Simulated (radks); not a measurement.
Values are calculated unless marked as measured or tabulated.
Spherical quantum dot in the effective-mass picture: electrons in a hard-walled sphere of radius 3.76, all in effective atomic units (hartree* = m*/eps^2 hartree, bohr* = eps/m* bohr), one dielectric constant everywhere. Level of theory: non-relativistic Kohn-Sham, PBE, spin-polarised, spherical densities (a radial shooting solver with Libxc functionals). Levels are named by radial order and angular momentum (1s, 1p, 1d, 2s, ...), and open shells are averaged over m.

N = 12, configuration 1s2 1p6 1d(up 4, down 0). This is the lowest configuration that the search found. Occupied and some empty levels:

level,occupation,eigenvalue (hartree*),<r> (bohr*)
1s up,1,4.4189,2.383
1s down,1,4.4843,2.349
1p up,3,4.6341,2.522
1p down,3,4.7074,2.506
1d up,4,4.9855,2.632
1d down,0,5.0642,2.623
1f up,0,5.4532,2.719
1f down,0,5.5356,2.714
2s up,0,5.6105,1.728
2s down,0,5.6347,1.733
2p up,0,6.2382,1.986
2p down,0,6.2748,1.983

Energy (hartree*): total 32.2497, kinetic 10.822, external 0, Hartree 25.982, exchange-correlation -4.5545.
